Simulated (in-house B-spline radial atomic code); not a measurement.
Ionising Ni⁺ with different functionals

Computed with an all-electron radial atomic-structure program (B-spline basis): four-component Dirac-Coulomb Hamiltonian, Fermi nucleus of rms radius 3.7757 fm, spin-restricted, spherical fractional occupations for the functionals, and exact exchange of hybrids averaged over the configuration. The ionisation energy is the difference of two self-consistent energies, [Ar] 3d9 → [Ar] 3d8, without Breit or QED terms; ε is the level of the shell that loses the electron (mean over j). The electron is taken from both j subshells in proportion to 2j + 1, so the result is a j average, not the step between ground levels.

```json
{"method": "B97-1", "rung": "global hybrid", "ΔSCF (eV)": "19.70", "-ε(3d) (eV)": "14.67"}
{"method": "B3LYP", "rung": "global hybrid", "ΔSCF (eV)": "19.99", "-ε(3d) (eV)": "14.84"}
{"method": "CAM-B3LYP", "rung": "range-separated hybrid", "ΔSCF (eV)": "19.94", "-ε(3d) (eV)": "16.76"}
{"method": "wB97X", "rung": "range-separated hybrid", "ΔSCF (eV)": "19.66", "-ε(3d) (eV)": "17.64"}
```

(1) Among the functionals, which spreads more, the ΔSCF values or the orbital energies?

(2) How do they compare with the NIST value?

## Answers

(1) The orbital energies: ΔSCF values span about 0.32 eV and the orbital energies 2.97 eV; here energy differences depend much less on the functional than eigenvalues do.

(2) NIST lists 18.169 eV (measured, ground level to ground level). Errors run from +1.49 to +1.82 eV. The correlated functionals all miss on the same side by more than they spread, so the cause is common to them (Breit-QED terms, spin polarisation, the choice among j levels, multiplet and fine-structure energies, or a listed next ion that isn't the cheapest removal here) and closeness doesn't rank the functionals.
